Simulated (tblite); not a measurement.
A geometry optimisation, step by step.

Compound: C₃H₁₁B₂N.
SMILES with atom numbers: `[CH3:1][BH:2][NH:3][B:4]([CH3:5])[CH3:6]` (hydrogens: H7, H8, H9 on C1; H10 on B2; H11 on N3; H12, H13, H14 on C5; H15, H16, H17 on C6)

Computed with GFN2-xTB (tblite), gas phase: L-BFGS steps from a force-field or distance-geometry start until the largest atomic force falls under 0.01 eV/Å. 10 of its 135 geometries are shown.

Step 0: E = -473.6136 eV, largest atomic force 3.616 eV/Å
```
atom  x, y, z in Å  |  force x, y, z in eV/Å
C1      2.585   -0.467    0.140   -0.478   0.593   0.188
B2      1.546    0.414   -0.715   -0.372  -1.807  -1.549
N3      0.197   -0.191   -0.999    0.304  -0.206   3.597
B4     -0.808    0.060    0.128   -0.186  -0.067  -3.144
C5     -1.940   -1.072    0.263    0.384   0.481   0.011
C6     -1.344    1.524    0.446    0.216   0.450   0.226
H7      3.075    0.238    0.846   -0.185  -0.763  -0.175
H8      3.378   -0.829   -0.538   -0.419  -0.066   0.525
H9      2.071   -1.301    0.684    0.859   0.703  -0.379
H10     2.014    1.099   -1.547   -0.282   0.668   0.467
H11     0.331   -1.233   -1.012   -0.225   1.208  -0.202
H12    -2.414   -1.018    1.268    0.053  -0.406  -0.953
H13    -1.507   -2.051    0.041   -0.548  -0.039   0.330
H14    -2.667   -0.819   -0.555    0.439  -0.437   1.014
H15    -0.800    2.307   -0.108   -0.183  -0.259   0.400
H16    -1.322    1.770    1.528   -0.020  -0.042  -0.664
H17    -2.404    1.581    0.121    0.642  -0.011   0.309
```

Step 15: E = -474.9264 eV, largest atomic force 0.536 eV/Å
```
atom  x, y, z in Å  |  force x, y, z in eV/Å
C1      2.684   -0.469    0.050   -0.017  -0.007   0.092
B2      1.569    0.301   -0.773   -0.407   0.047   0.067
N3      0.246   -0.261   -0.713    0.267  -0.136   0.091
B4     -1.011    0.119   -0.173    0.451  -0.290   0.006
C5     -2.020   -1.076    0.156   -0.011   0.063  -0.051
C6     -1.338    1.582    0.349    0.055  -0.023  -0.079
H7      3.126    0.241    0.750   -0.097  -0.005   0.087
H8      3.539   -0.900   -0.457   -0.007   0.038  -0.413
H9      2.230   -1.276    0.622    0.089  -0.011   0.123
H10     1.765    1.326   -1.305   -0.015   0.068   0.095
H11     0.346   -1.275   -0.775   -0.187   0.197   0.184
H12    -2.392   -0.988    1.175    0.000  -0.042  -0.028
H13    -1.559   -2.058    0.050   -0.020   0.041   0.060
H14    -2.895   -1.083   -0.486   -0.098   0.102  -0.074
H15    -0.727    2.366   -0.086    0.075  -0.043  -0.028
H16    -1.192    1.623    1.431    0.021  -0.026  -0.124
H17    -2.378    1.840    0.176   -0.099   0.028  -0.008
```

Step 30: E = -475.2031 eV, largest atomic force 0.450 eV/Å
```
atom  x, y, z in Å  |  force x, y, z in eV/Å
C1      2.807   -0.395    0.010    0.329  -0.120  -0.282
B2      1.463    0.322   -0.415    0.276   0.130   0.020
N3      0.281   -0.435   -0.398   -0.376   0.142   0.179
B4     -1.039    0.010   -0.139   -0.111   0.214  -0.131
C5     -2.183   -1.069    0.087    0.006  -0.036   0.023
C6     -1.280    1.548    0.175   -0.020  -0.002   0.157
H7      3.455    0.191    0.663   -0.261  -0.008   0.079
H8      3.425   -0.562   -0.877   -0.085  -0.086  -0.009
H9      2.634   -1.374    0.469    0.105   0.229  -0.030
H10     1.407    1.450   -0.750    0.183  -0.172   0.125
H11     0.394   -1.433   -0.322    0.103  -0.227  -0.016
H12    -2.563   -0.975    1.103   -0.072   0.017   0.018
H13    -1.827   -2.093   -0.019   -0.008  -0.012  -0.057
H14    -3.045   -0.958   -0.570    0.110   0.095   0.017
H15    -0.580    2.232   -0.301   -0.181  -0.128  -0.130
H16    -1.063    1.632    1.242   -0.103   0.101   0.094
H17    -2.293    1.922    0.031    0.106  -0.137  -0.058
```

Step 45: E = -475.3225 eV, largest atomic force 0.137 eV/Å
```
atom  x, y, z in Å  |  force x, y, z in eV/Å
C1      2.915   -0.414   -0.102   -0.003   0.066   0.050
B2      1.496    0.267   -0.232    0.015   0.014  -0.017
N3      0.300   -0.477   -0.156    0.002  -0.039   0.093
B4     -1.036   -0.023    0.000    0.017   0.079   0.033
C5     -2.245   -1.046    0.084    0.035   0.017  -0.011
C6     -1.319    1.527    0.154   -0.045  -0.001  -0.005
H7      3.545    0.188    0.548    0.074  -0.003   0.079
H8      3.427   -0.430   -1.061   -0.017  -0.073  -0.070
H9      2.907   -1.427    0.295   -0.036  -0.045  -0.071
H10     1.440    1.427   -0.388    0.015  -0.012   0.000
H11     0.416   -1.482   -0.126    0.010  -0.044  -0.008
H12    -2.718   -1.001    1.065    0.026   0.004  -0.012
H13    -1.985   -2.087   -0.103    0.047   0.010   0.000
H14    -3.016   -0.766   -0.630   -0.042  -0.042  -0.020
H15    -0.658    2.118   -0.473   -0.122   0.062  -0.004
H16    -1.125    1.839    1.180   -0.005  -0.018  -0.019
H17    -2.349    1.797   -0.067    0.029   0.026  -0.017
```

Step 60: E = -475.3506 eV, largest atomic force 0.083 eV/Å
```
atom  x, y, z in Å  |  force x, y, z in eV/Å
C1      2.925   -0.462   -0.117   -0.023   0.030  -0.025
B2      1.526    0.280   -0.161    0.033  -0.005  -0.008
N3      0.318   -0.438   -0.056    0.019   0.009  -0.031
B4     -1.022    0.024    0.011   -0.052  -0.010   0.064
C5     -2.201   -1.036    0.059   -0.018  -0.043   0.015
C6     -1.384    1.562    0.137    0.028  -0.023  -0.015
H7      3.621    0.062    0.537    0.002  -0.044  -0.008
H8      3.376   -0.444   -1.109    0.021  -0.002   0.000
H9      2.886   -1.504    0.199   -0.049   0.050   0.002
H10     1.484    1.440   -0.315    0.027   0.005   0.041
H11     0.420   -1.446   -0.022   -0.014   0.032   0.017
H12    -2.677   -1.008    1.038   -0.021  -0.007   0.018
H13    -1.889   -2.063   -0.117    0.031  -0.037  -0.006
H14    -2.985   -0.806   -0.659    0.005   0.021  -0.017
H15    -0.797    2.191   -0.526   -0.026   0.001  -0.033
H16    -1.170    1.911    1.148   -0.026  -0.029  -0.029
H17    -2.438    1.749   -0.054    0.062   0.053   0.015
```

Step 74: E = -475.3589 eV, largest atomic force 0.036 eV/Å
```
atom  x, y, z in Å  |  force x, y, z in eV/Å
C1      2.912   -0.473   -0.138    0.009  -0.002  -0.018
B2      1.535    0.309   -0.120   -0.013   0.007  -0.026
N3      0.324   -0.405   -0.016   -0.007   0.002  -0.002
B4     -1.028    0.032    0.040    0.028  -0.021  -0.005
C5     -2.187   -1.052    0.066    0.013  -0.002  -0.007
C6     -1.398    1.568    0.120    0.017   0.012   0.007
H7      3.644   -0.013    0.524   -0.008  -0.010   0.004
H8      3.351   -0.440   -1.136   -0.024   0.015   0.021
H9      2.824   -1.522    0.139    0.004   0.012   0.004
H10     1.514    1.476   -0.223   -0.005  -0.016   0.026
H11     0.437   -1.411    0.016   -0.024  -0.002  -0.004
H12    -2.695   -1.049    1.031    0.008   0.018  -0.018
H13    -1.846   -2.070   -0.114    0.000  -0.005   0.001
H14    -2.949   -0.822   -0.676   -0.006  -0.027   0.016
H15    -0.828    2.175   -0.577    0.019  -0.001  -0.030
H16    -1.164    1.948    1.113   -0.002   0.022   0.025
H17    -2.454    1.759   -0.057   -0.010   0.000   0.007
```

Step 89: E = -475.3614 eV, largest atomic force 0.029 eV/Å
```
atom  x, y, z in Å  |  force x, y, z in eV/Å
C1      2.904   -0.466   -0.146    0.011  -0.014   0.009
B2      1.526    0.308   -0.080    0.016  -0.012  -0.003
N3      0.317   -0.412    0.003    0.008   0.001  -0.020
B4     -1.032    0.029    0.045    0.012   0.011  -0.007
C5     -2.186   -1.059    0.065    0.002   0.010   0.010
C6     -1.387    1.572    0.105    0.007   0.009   0.011
H7      3.649   -0.029    0.516   -0.006   0.007   0.001
H8      3.320   -0.397   -1.151   -0.003   0.010   0.002
H9      2.827   -1.525    0.097   -0.005  -0.009  -0.002
H10     1.503    1.478   -0.126   -0.011  -0.002   0.009
H11     0.423   -1.420    0.013    0.016   0.013  -0.004
H12    -2.699   -1.042    1.026   -0.020  -0.004  -0.010
H13    -1.835   -2.076   -0.098   -0.012   0.007   0.004
H14    -2.946   -0.847   -0.686    0.000  -0.010   0.015
H15    -0.818    2.149   -0.619   -0.029  -0.002  -0.004
H16    -1.131    1.978    1.083   -0.004  -0.011  -0.012
H17    -2.443    1.773   -0.059    0.016  -0.004   0.000
```

Step 104: E = -475.3637 eV, largest atomic force 0.023 eV/Å
```
atom  x, y, z in Å  |  force x, y, z in eV/Å
C1      2.906   -0.468   -0.143    0.000  -0.003   0.007
B2      1.529    0.306   -0.058    0.018   0.004  -0.011
N3      0.318   -0.414   -0.036    0.005   0.015   0.010
B4     -1.030    0.030    0.036    0.006  -0.005  -0.011
C5     -2.186   -1.057    0.082   -0.006  -0.003  -0.001
C6     -1.388    1.572    0.092   -0.009  -0.016   0.004
H7      3.647   -0.059    0.542    0.000   0.006   0.007
H8      3.330   -0.358   -1.141   -0.001   0.003  -0.001
H9      2.825   -1.535    0.056   -0.003  -0.004  -0.010
H10     1.508    1.477   -0.031   -0.013  -0.015  -0.002
H11     0.424   -1.421   -0.067   -0.003   0.013   0.005
H12    -2.717   -1.008    1.031    0.000   0.014   0.012
H13    -1.835   -2.080   -0.040    0.005  -0.002   0.000
H14    -2.934   -0.874   -0.687   -0.002   0.008  -0.015
H15    -0.864    2.143   -0.671   -0.010  -0.020   0.004
H16    -1.089    1.998    1.048    0.014  -0.006   0.005
H17    -2.452    1.759   -0.023   -0.001   0.010  -0.005
```

Step 119: E = -475.3646 eV, largest atomic force 0.021 eV/Å
```
atom  x, y, z in Å  |  force x, y, z in eV/Å
C1      2.909   -0.463   -0.145    0.006  -0.004  -0.009
B2      1.531    0.306   -0.045   -0.008  -0.002  -0.010
N3      0.320   -0.416   -0.028   -0.001  -0.005  -0.004
B4     -1.029    0.022    0.034   -0.001   0.002   0.008
C5     -2.193   -1.056    0.080    0.002  -0.001   0.000
C6     -1.386    1.564    0.087    0.000   0.005   0.003
H7      3.642   -0.076    0.561   -0.005  -0.006   0.002
H8      3.340   -0.315   -1.135    0.006   0.003   0.007
H9      2.828   -1.537    0.012    0.002  -0.001   0.003
H10     1.510    1.476   -0.006   -0.021  -0.001  -0.001
H11     0.430   -1.423   -0.061   -0.002  -0.007   0.004
H12    -2.737   -0.977    1.021    0.001  -0.008  -0.002
H13    -1.853   -2.086   -0.014    0.011   0.002   0.006
H14    -2.929   -0.881   -0.703    0.011   0.009  -0.007
H15    -0.890    2.122   -0.703   -0.005   0.001  -0.001
H16    -1.047    1.999    1.026    0.006   0.009   0.002
H17    -2.454    1.754    0.010   -0.001   0.005  -0.001
```

Step 134: E = -475.3673 eV, largest atomic force 0.008 eV/Å
```
atom  x, y, z in Å  |  force x, y, z in eV/Å
C1      2.908   -0.462   -0.155    0.007  -0.002   0.000
B2      1.525    0.301   -0.070   -0.004  -0.005   0.003
N3      0.317   -0.423   -0.019   -0.002   0.001   0.000
B4     -1.030    0.021    0.055    0.000  -0.006  -0.001
C5     -2.194   -1.056    0.085   -0.001  -0.002   0.002
C6     -1.382    1.565    0.104    0.000  -0.001   0.002
H7      3.570   -0.159    0.654   -0.001  -0.002  -0.002
H8      3.429   -0.207   -1.077   -0.003  -0.002   0.005
H9      2.818   -1.546   -0.119    0.001   0.005  -0.003
H10     1.496    1.472   -0.053   -0.002   0.002  -0.001
H11     0.425   -1.430   -0.041    0.000   0.006  -0.001
H12    -2.816   -0.932    0.971    0.002   0.001   0.001
H13    -1.845   -2.087    0.072   -0.005   0.001  -0.004
H14    -2.860   -0.925   -0.766    0.006  -0.004   0.003
H15    -1.003    2.081   -0.775   -0.001   0.005   0.002
H16    -0.917    2.046    0.962    0.003   0.002  -0.002
H17    -2.451    1.754    0.161    0.000   0.001  -0.004
```

Task: Summarise the path.

Result: The energy falls by 40.44 kcal/mol from step 0 to step 134; nine tenths of that is first reached at step 30. It never rises by more than 0.2 meV. The largest force goes from 3.616 to 0.008 eV/Å. Among the bonds N3–B4 changes most, from 1.531 to 1.420 Å; the atoms move by 0.748 Å rms after alignment.

Task: Follow the three bonds and two angles with the largest change from start to end.

Result: 
```json
{"step": "0", "E above end (kcal/mol)": "40.44", "largest force (eV/Å)": "3.616", "N3–B4 (Å)": "1.531", "B2–N3 (Å)": "1.506", "N3–H11 (Å)": "1.050", "B2–N3–B4 (°)": "112.5", "B4–N3–H11 (°)": "104.8"}
{"step": "6", "E above end (kcal/mol)": "16.09", "largest force (eV/Å)": "0.800", "N3–B4 (Å)": "1.408", "B2–N3 (Å)": "1.452", "N3–H11 (Å)": "1.023", "B2–N3–B4 (°)": "135.5", "B4–N3–H11 (°)": "111.8"}
{"step": "12", "E above end (kcal/mol)": "11.46", "largest force (eV/Å)": "0.384", "N3–B4 (Å)": "1.407", "B2–N3 (Å)": "1.430", "N3–H11 (Å)": "1.011", "B2–N3–B4 (°)": "136.4", "B4–N3–H11 (°)": "109.4"}
{"step": "17", "E above end (kcal/mol)": "9.30", "largest force (eV/Å)": "0.340", "N3–B4 (Å)": "1.415", "B2–N3 (Å)": "1.423", "N3–H11 (Å)": "1.015", "B2–N3–B4 (°)": "135.5", "B4–N3–H11 (°)": "112.6"}
{"step": "23", "E above end (kcal/mol)": "6.91", "largest force (eV/Å)": "0.453", "N3–B4 (Å)": "1.416", "B2–N3 (Å)": "1.419", "N3–H11 (Å)": "1.021", "B2–N3–B4 (°)": "132.3", "B4–N3–H11 (°)": "111.1"}
{"step": "29", "E above end (kcal/mol)": "4.24", "largest force (eV/Å)": "0.682", "N3–B4 (Å)": "1.401", "B2–N3 (Å)": "1.401", "N3–H11 (Å)": "1.000", "B2–N3–B4 (°)": "128.9", "B4–N3–H11 (°)": "112.8"}
{"step": "35", "E above end (kcal/mol)": "2.45", "largest force (eV/Å)": "0.324", "N3–B4 (Å)": "1.420", "B2–N3 (Å)": "1.412", "N3–H11 (Å)": "1.013", "B2–N3–B4 (°)": "128.1", "B4–N3–H11 (°)": "116.3"}
{"step": "41", "E above end (kcal/mol)": "1.32", "largest force (eV/Å)": "0.127", "N3–B4 (Å)": "1.420", "B2–N3 (Å)": "1.413", "N3–H11 (Å)": "1.013", "B2–N3–B4 (°)": "129.9", "B4–N3–H11 (°)": "115.8"}
{"step": "47", "E above end (kcal/mol)": "0.92", "largest force (eV/Å)": "0.136", "N3–B4 (Å)": "1.423", "B2–N3 (Å)": "1.411", "N3–H11 (Å)": "1.014", "B2–N3–B4 (°)": "129.0", "B4–N3–H11 (°)": "114.7"}
{"step": "52", "E above end (kcal/mol)": "0.69", "largest force (eV/Å)": "0.135", "N3–B4 (Å)": "1.420", "B2–N3 (Å)": "1.410", "N3–H11 (Å)": "1.014", "B2–N3–B4 (°)": "128.9", "B4–N3–H11 (°)": "114.8"}
{"step": "58", "E above end (kcal/mol)": "0.45", "largest force (eV/Å)": "0.140", "N3–B4 (Å)": "1.420", "B2–N3 (Å)": "1.409", "N3–H11 (Å)": "1.015", "B2–N3–B4 (°)": "129.8", "B4–N3–H11 (°)": "114.9"}
{"step": "64", "E above end (kcal/mol)": "0.30", "largest force (eV/Å)": "0.072", "N3–B4 (Å)": "1.422", "B2–N3 (Å)": "1.410", "N3–H11 (Å)": "1.013", "B2–N3–B4 (°)": "131.3", "B4–N3–H11 (°)": "114.0"}
{"step": "70", "E above end (kcal/mol)": "0.22", "largest force (eV/Å)": "0.045", "N3–B4 (Å)": "1.421", "B2–N3 (Å)": "1.410", "N3–H11 (Å)": "1.013", "B2–N3–B4 (°)": "131.8", "B4–N3–H11 (°)": "113.8"}
{"step": "76", "E above end (kcal/mol)": "0.18", "largest force (eV/Å)": "0.035", "N3–B4 (Å)": "1.420", "B2–N3 (Å)": "1.410", "N3–H11 (Å)": "1.014", "B2–N3–B4 (°)": "131.4", "B4–N3–H11 (°)": "114.4"}
{"step": "82", "E above end (kcal/mol)": "0.15", "largest force (eV/Å)": "0.029", "N3–B4 (Å)": "1.420", "B2–N3 (Å)": "1.409", "N3–H11 (Å)": "1.013", "B2–N3–B4 (°)": "131.2", "B4–N3–H11 (°)": "114.3"}
{"step": "87", "E above end (kcal/mol)": "0.14", "largest force (eV/Å)": "0.025", "N3–B4 (Å)": "1.420", "B2–N3 (Å)": "1.409", "N3–H11 (Å)": "1.013", "B2–N3–B4 (°)": "131.1", "B4–N3–H11 (°)": "114.2"}
{"step": "93", "E above end (kcal/mol)": "0.12", "largest force (eV/Å)": "0.026", "N3–B4 (Å)": "1.421", "B2–N3 (Å)": "1.409", "N3–H11 (Å)": "1.013", "B2–N3–B4 (°)": "131.3", "B4–N3–H11 (°)": "114.0"}
{"step": "99", "E above end (kcal/mol)": "0.10", "largest force (eV/Å)": "0.028", "N3–B4 (Å)": "1.420", "B2–N3 (Å)": "1.409", "N3–H11 (Å)": "1.013", "B2–N3–B4 (°)": "131.3", "B4–N3–H11 (°)": "114.2"}
{"step": "105", "E above end (kcal/mol)": "0.08", "largest force (eV/Å)": "0.025", "N3–B4 (Å)": "1.420", "B2–N3 (Å)": "1.409", "N3–H11 (Å)": "1.013", "B2–N3–B4 (°)": "131.0", "B4–N3–H11 (°)": "114.3"}
{"step": "111", "E above end (kcal/mol)": "0.08", "largest force (eV/Å)": "0.012", "N3–B4 (Å)": "1.420", "B2–N3 (Å)": "1.409", "N3–H11 (Å)": "1.013", "B2–N3–B4 (°)": "131.1", "B4–N3–H11 (°)": "114.3"}
{"step": "117", "E above end (kcal/mol)": "0.07", "largest force (eV/Å)": "0.024", "N3–B4 (Å)": "1.420", "B2–N3 (Å)": "1.410", "N3–H11 (Å)": "1.013", "B2–N3–B4 (°)": "131.1", "B4–N3–H11 (°)": "114.3"}
{"step": "122", "E above end (kcal/mol)": "0.05", "largest force (eV/Å)": "0.036", "N3–B4 (Å)": "1.420", "B2–N3 (Å)": "1.410", "N3–H11 (Å)": "1.013", "B2–N3–B4 (°)": "131.2", "B4–N3–H11 (°)": "114.2"}
{"step": "128", "E above end (kcal/mol)": "0.01", "largest force (eV/Å)": "0.032", "N3–B4 (Å)": "1.420", "B2–N3 (Å)": "1.409", "N3–H11 (Å)": "1.013", "B2–N3–B4 (°)": "130.8", "B4–N3–H11 (°)": "114.5"}
{"step": "134", "E above end (kcal/mol)": "0.00", "largest force (eV/Å)": "0.008", "N3–B4 (Å)": "1.420", "B2–N3 (Å)": "1.409", "N3–H11 (Å)": "1.013", "B2–N3–B4 (°)": "130.9", "B4–N3–H11 (°)": "114.4"}
```

The cost below is that of the whole relaxation. On one thread, Arm Neoverse N1 (aarch64), no GPU, shared host, this took 1.1 s.
